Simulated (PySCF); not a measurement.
Zn(Cl)(SMe) (CH3ClSZn), SMILES C[S][Zn][Cl].

Geometry: PBE0-D3(BJ)/def2-SVP. The structure was generated by enumeration; whether it is a known compound was not checked. One conformer was computed; it need not be the lowest.

These are C-PCM-M06-2X/def2-SVP (PySCF) values and carry that method's errors.

The values are the electrostatic part of the solvation free energy, E(continuum) − E(gas) at the gas-phase geometry, in a cavity of scaled van der Waals radii (PySCF's table); cavitation and dispersion terms are not included. A continuum can't describe solvent molecules that bind to the metal. In vacuum the orbital gap is 7.54 eV. The dipole moment in vacuum is 1.90 D.

Computed values in water (ε = 78.36), chloroform (ε = 4.71), chlorobenzene (ε = 5.70):
```json
[
 {"solvent": "water", "ε": "78.36", "ΔG(elec) (kcal/mol)": "-19.8", "dipole (D)": "1.92", "gap (eV)": "8.00"},
 {"solvent": "chloroform", "ε": "4.71", "ΔG(elec) (kcal/mol)": "-15.0", "dipole (D)": "1.93", "gap (eV)": "7.88"},
 {"solvent": "chlorobenzene", "ε": "5.70", "ΔG(elec) (kcal/mol)": "-15.8", "dipole (D)": "1.93", "gap (eV)": "7.90"}
]
```
